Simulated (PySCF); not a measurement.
C₂H₂Cl₆Si₂, SMILES C(=C/[Si](Cl)(Cl)Cl)/[Si](Cl)(Cl)Cl, GFN2-xTB optimised geometry.

```
12

Cl    -3.93    -1.94     2.75
Si    -2.45    -0.97     1.78
Cl    -2.31     0.92     2.48
Cl    -2.87    -0.95    -0.19
C     -0.85    -1.92     2.18
C      0.32    -1.90     1.55
Si     0.85    -0.95     0.00
Cl     2.87    -0.95     0.00
Cl     0.18    -1.91    -1.65
Cl     0.20     0.95     0.00
H     -0.93    -2.55     3.06
H      1.11    -2.53     1.97
```

Density from PySCF with PBE/def2-TZVP at that geometry.

Minimum of the electron density along straight lines between bonded atoms, close to the bond critical point (lines longer than 1.1 times the sum of covalent radii, or with two minima, are not listed):

```tsv
bond	length / Å	ρ at the minimum / e bohr⁻³	∇²ρ there / e bohr⁻⁵	position (fraction from the first atom)
Cl1–Si2	2.021	0.107	0.24	0.63
Si2–Cl3	2.018	0.108	0.24	0.37
Si2–Cl4	2.016	0.108	0.25	0.37
Si2–C5	1.894	0.121	0.12	0.39
C5–C6	1.333	0.344	-1.01	0.50
C6–Si7	1.894	0.121	0.12	0.61
Si7–Cl8	2.021	0.107	0.24	0.37
Si7–Cl9	2.018	0.108	0.24	0.37
Si7–Cl10	2.016	0.108	0.25	0.37
C5–H11	1.086	0.280	-0.96	0.65
C6–H12	1.086	0.280	-0.96	0.65
```
